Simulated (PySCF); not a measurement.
# Electron correlation in Au (gold, neutral)

Starting occupation: [Xe] 4f14 5d10 6p1, 6p3/2 with m_j = +3/2. Computed with PySCF 2.14 in x2c-TZVPall-2c (11s11p10d2f, 108 functions), with X2C-1e with screened-nucleus spin-orbit coupling, Gaussian nucleus. Frozen: [Kr] 4d10 4f14; 19 electrons correlated; the 34 highest virtual spinors left out.

MP2 pair energies summed by pair of shells (mhartree):

```csv
pair,energy,share (%)
5d-5d,-234.84,58.2
5d-5p,-90.45,22.4
5p-5p,-26.96,6.7
5d-5s,-17.15,4.3
5d-6p,-17.07,4.2
5p-5s,-13.18,3.3
5s-5s,-2.46,0.6
5p-6p,-1.13,0.3
5s-6p,-0.08,0.0
```

Total MP2 correlation energy: -403.32 mhartree.

The GHF reference relaxed away from the jj start to a determinant that is no pure jj level (⟨S²⟩ = 0.95, ⟨J²⟩ = 3.86); the energies belong to that determinant.

This basis was not built for core-valence correlation, so the inner-shell part is incomplete.
